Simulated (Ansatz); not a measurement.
## Abstraction of F: C2H5FSn + CH3O → C2H5Sn + CH3FO

Species: C2H5FSn `C=[CH][SnH2][F]`, singlet; CH3O (hydroxymethyl radical) `[CH2]O`, doublet; C2H5Sn `C=[CH][SnH2]`, doublet; CH3FO `OCF`, singlet. A radical takes F: the energy is the difference in strength between the Sn–F bond broken and the C–F bond made.

Shapes, held fixed at every level: PBE0-D4/def2-TZVP. Flexible molecules stand in one conformer, not always the lowest. Programs: Ansatz 0.2.0. The zero-point and thermal change to 298 K, harmonic and unscaled (PBE0-D4/def2-TZVP), is +8.4 kJ/mol.

```tsv
level	kind	ΔH(298 K) (kJ/mol)	less CCSD(T)/def2-TZVPP
MP2/def2-SVP	perturbation theory	+7.9	+1.3
HF/def2-TZVPP	Hartree–Fock	+21.6	+15.0
B3LYP-D4/def2-TZVPP	global hybrid	+11.0	+4.4
PBE0-D4/def2-TZVPP	global hybrid	+2.9	-3.7
r2SCAN0-D4/def2-TZVPP	global hybrid	+10.6	+4.0
B2PLYP/def2-TZVPP	double hybrid	+12.4	+5.8
CCSD(T)/def2-SVP	coupled cluster or CI	-7.8	-14.4
CCSD(T)/def2-TZVPP	coupled cluster or CI	+6.6	0.0
```

The highest level, CCSD(T)/def2-TZVPP, gives ΔH(298 K) = +6.6 kJ/mol; the levels span -7.8 to +21.6. They disagree on the sign: 7 of 8 are positive. The column of differences is taken from that level and isn't an error. No measured value is set beside it here. Spin contamination: C2H5Sn (⟨S²⟩ up to 0.83). Open shells run unrestricted. For atoms past krypton def2 sets carry core potentials with scalar relativity. Outer-core shells of Sn are correlated in most correlated rows, in sets that cover them unevenly.
